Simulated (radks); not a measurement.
Results of a calculation; reference values are marked as such.
Q: Coherent X-ray form factor from a spherical all-electron density. Code: a radial shooting solver on a logarithmic mesh with Libxc functionals. Model: scalar-relativistic Kohn-Sham, LDA (Slater exchange, VWN5 correlation), spin-unpolarised, spherical densities, finite nucleus; Fermi nuclear charge, rms radius of each element as measured or else 0.836 A^(1/3) + 0.57 fm.

sin(theta)/lambda (1/angstrom),f0 (electrons)
0.05,58.964
0.1,56.380
0.15,53.117
0.2,49.675
0.25,46.288
0.3,43.110
0.4,37.634
0.5,33.226
0.6,29.562
0.8,23.810
1,19.858
1.25,16.721
1.5,14.505
2,10.730

The species is in the configuration that NIST lists as its ground one. Which atom or ion scatters so?

A: The promethium ion Pm+, [Xe] 4f5 6s1. Extrapolating in s^2 from the first two rows gives f0(0) = 59.8, near the electron count 60; among species with that count, the fall with angle is slower the higher Z, and the table is that of Z = 61; from so few rows the species is fixed only to a neighbour or two.
